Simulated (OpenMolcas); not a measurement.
# C+: CASPT2 settings compared

| Property | Result |
| --- | --- |
| Program | OpenMolcas |
| Basis | ANO-R2 [4s4p2d1f] |
| Scalar Hamiltonian | X2C, finite nucleus |
| Active space | 3 electrons in 4 orbitals (2s 2p) |
| State averaging | 2S+1 = 4 odd, 1 root (0 in the spin-orbit step); 2S+1 = 2 odd, 3 roots; 2S+1 = 4 even, 3 roots; 2S+1 = 2 even, 5 roots |
| Spin-orbit coupling | RASSI with atomic mean-field integrals over the reference wave functions, term energies averaged over their components |

Methods on the same reference wave functions:
A. CASSCF
B. SS-CASPT2, IPEA 0.6 Eh, real shift 0.1 Eh (closed shells correlated: 1s)
C. SS-CASPT2, IPEA 0 Eh, real shift 0.5 Eh (closed shells correlated: 1s)
D. XMS-CASPT2, IPEA 0.5 Eh, sigma2 regulariser 0.5 Eh (closed shells correlated: 1s)

Energies in cm⁻¹ above 2s² 2p ²P°_1/2, the measured ground level; measured values from NIST Handbook of Basic Atomic Spectroscopic Data.

| Level | A | B | C | D | Measured |
| --- | --- | --- | --- | --- | --- |
| 2s² 2p ²P°_1/2 | 0.0 | 0.0 | 0.0 | 0.0 | 0.0 |
| 2s² 2p ²P°_3/2 | 58.7 | 58.7 | 58.7 | 58.7 | 63.4 |
| 2s 2p² ⁴P_1/2 | 37977 | 41240 | 41920 | 41750 | 43003 |
| 2s 2p² ⁴P_3/2 | 37997 | 41260 | 41940 | 41780 | 43025 |
| 2s 2p² ⁴P_5/2 | 38031 | 41300 | 41980 | 41810 | 43054 |
| 2s 2p² ²D_3/2 | 81289 | 76190 | 75180 | 75210 | 74933 |
| 2s 2p² ²D_5/2 | 81289 | 76190 | 75180 | 75210 | 74930 |

Deviations, from unrounded energies. A percentage is the sum of absolute deviations over the sum of measured energies, with the sign that they share, or ± where signs differ.

| Against measurement | Levels | A | B | C | D |
| --- | --- | --- | --- | --- | --- |
| mean absolute deviation (cm-1) | 6 | 4600 | 1300 | 620 | 720 |
| fine structure of the ground term (%) | 1 | -7.5 | -7.5 | -7.5 | -7.5 |
| other configurations (%) | 5 | ±10.0 | ±2.8 | ±1.3 | ±1.5 |

C lies closest to measurement on these levels and A furthest from it. The largest miss of C in the table is 2s 2p² ⁴P_3/2, by -1100 cm-1. The ranking rests on the paired levels alone, and a cruder setting can come out closer through cancelling errors.

Among B to D the level of the table that moves most is 2s 2p² ²D_3/2, by 1000 cm-1 (lowest in C, highest in B). Moves below CASPT2's spread within the term are not significant.

The two smallest mean deviations differ by little beside CASPT2's spread within terms, so their order carries little weight.

The lowest spin-free term lies below A's lowest term by 0.039 hartree in B, 0.044 hartree in C, 0.044 hartree in D.

Term energies are means over components that CASPT2 splits; among the terms shown or strongly mixed into the levels shown the widest spread is 340 cm-1 (2s 2p² ²D, D). Without dynamic correlation excited terms often stand tens of per cent too high (terms of higher spin than the ground term too low), and those without a measured partner can miss by more than the paired ones (holds for A). Measured partners are found by configuration, term and J. A level has none where our copy of the source lacks it or the pairing is in doubt (some pairs that miss far off the trend of their configuration count as doubtful), and it then counts in no deviation. Only configurations of the active space appear.

° marks odd parity.
